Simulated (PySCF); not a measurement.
Calculation: PBE-D3(BJ)/def2-TZVP // PBE0-D3(BJ)/def2-TZVP (PySCF 2.14.0). Isolated molecules, 0 K electronic values unless said otherwise. One relaxed conformer stands for a flexible species; it need not be the lowest. 

Reference species (SMILES): `Br[Si](Br)(Br)Br` (neutral, multiplicity 1).

```json
{
  "LUMO": "-2.51 eV",
  "HOMO–LUMO gap": "4.89 eV",
  "HOMO": "-7.40 eV"
}
```

After one change: the LUMO increases by 2.40 eV; the HOMO–LUMO gap increases by 1.02 eV; the HOMO rises by 1.38 eV.

What was changed between the two runs? The new species is one of these.
A) `N[Si](N)(N)Br`
B) `N[Si](Br)(Br)Br`
C) `N[Si](N)(Br)Br`

A, `N[Si](N)(N)Br`
